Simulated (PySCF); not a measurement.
**`C=C[C@@H](F)[C@H]1O[C@@H]1F`, C₅H₆F₂O**

Molfile (atoms numbered from 1):
```
C5H6F2O
     RDKit          3D

 14 14  0  0  0  0  0  0  0  0999 V2000
   -2.3267    0.9663   -0.4870 C   0  0  0  0  0  0  0  0  0  0  0  0
   -1.4691    0.3036    0.2636 C   0  0  0  0  0  0  0  0  0  0  0  0
   -0.2889   -0.4569   -0.2683 C   0  0  1  0  0  0  0  0  0  0  0  0
   -0.2332   -0.4041   -1.6459 F   0  0  0  0  0  0  0  0  0  0  0  0
    1.0127    0.1089    0.2754 C   0  0  1  0  0  0  0  0  0  0  0  0
    1.5215   -0.4659    1.4556 O   0  0  0  0  0  0  0  0  0  0  0  0
    2.2334   -0.6977    0.3109 C   0  0  2  0  0  0  0  0  0  0  0  0
    3.4247   -0.0707    0.2125 F   0  0  0  0  0  0  0  0  0  0  0  0
   -2.2334    0.9913   -1.5596 H   0  0  0  0  0  0  0  0  0  0  0  0
   -3.1549    1.5015   -0.0578 H   0  0  0  0  0  0  0  0  0  0  0  0
   -1.5468    0.2670    1.3406 H   0  0  0  0  0  0  0  0  0  0  0  0
   -0.3625   -1.5210   -0.0005 H   0  0  0  0  0  0  0  0  0  0  0  0
    1.1235    1.1873    0.2026 H   0  0  0  0  0  0  0  0  0  0  0  0
    2.2990   -1.7100   -0.0743 H   0  0  0  0  0  0  0  0  0  0  0  0
  1  2  2  0
  2  3  1  0
  3  4  1  0
  3  5  1  0
  5  6  1  0
  6  7  1  0
  7  8  1  0
  7  5  1  0
  1  9  1  0
  1 10  1  0
  2 11  1  0
  3 12  1  6
  5 13  1  1
  7 14  1  6
M  END
```

Theory: TDDFT CAM-B3LYP/def2-SVPD circular dichroism and optical rotation, one conformer, gas phase (PySCF 2.14.0). Geometry: GFN2-xTB.

The molecule is flexible and this is one conformer; a measurement averages over conformers. States above about 9.5 eV (minus the energy of the highest occupied orbital) lie near or above the ionisation threshold and depend on the basis.

(1) Assign R or S to each stereocentre.

(2) List the lowest 16 singlet excitations with oscillator and rotatory strengths.

## Answers

(1) C3 R, C5 R, C7 R.

(2) Rotatory strengths R in 10⁻⁴⁰ esu² cm², velocity form and length form (origin at the centre of mass); f in length form.
```
state  E (eV)  λ (nm)      f  R (velocity)  R (length)                                    main
    1    7.57     164  0.416         +93.7       +98.4        HOMO→LUMO 0.77, HOMO→LUMO+1 0.17
    2    7.62     163  0.102         +10.5        +5.4        HOMO→LUMO+1 0.65, HOMO→LUMO 0.18
    3    8.07     154  0.013         -64.5       -64.8      HOMO−1→LUMO 0.55, HOMO−3→LUMO 0.36
    4    8.20     151  0.011          +0.8        +2.7                        HOMO→LUMO+3 0.70
    5    8.44     147  0.022         +22.1       +21.4      HOMO→LUMO+2 0.58, HOMO→LUMO+4 0.18
    6    8.60     144  0.009          -3.5        -3.6                        HOMO−2→LUMO 0.33
    7    8.82     141  0.054          -2.9        -2.5    HOMO−1→LUMO+1 0.44, HOMO−2→LUMO 0.20
    8    8.87     140  0.014         -29.3       -29.7    HOMO−1→LUMO+2 0.26, HOMO→LUMO+4 0.18
    9    8.97     138  0.010         -25.5       -25.4    HOMO−2→LUMO+1 0.20, HOMO−1→LUMO 0.17
   10    9.05     137  0.006          -1.3        -1.1    HOMO−2→LUMO+1 0.20, HOMO−2→LUMO 0.19
   11    9.08     137  0.003          +7.0        +7.3      HOMO→LUMO+5 0.51, HOMO→LUMO+4 0.12
   12    9.23     134  0.001          +6.8        +6.9    HOMO→LUMO+6 0.39, HOMO−1→LUMO+2 0.11
   13    9.35     133  0.025         -23.4       -22.3  HOMO−2→LUMO+2 0.19, HOMO−2→LUMO+3 0.15
   14    9.41     132  0.010         -22.9       -21.5  HOMO−2→LUMO+2 0.35, HOMO−1→LUMO+3 0.12
   15    9.53     130  0.029         -24.2       -25.0    HOMO−1→LUMO+2 0.22, HOMO→LUMO+5 0.12
   16    9.56     130  0.031         +15.3       +14.5  HOMO−2→LUMO+3 0.23, HOMO−2→LUMO+2 0.14
```

Among the states computed, the strongest CD band (largest |R|) is state 1. The largest dissymmetry factor in size, g = 4R/(D+G), with D and G the electric and magnetic dipole strengths, is +0.068 for state 12 (velocity form, f = 0.001), among bands with |R| over 0.5. The mirror image has the same energies and oscillator strengths and all R with the opposite sign.
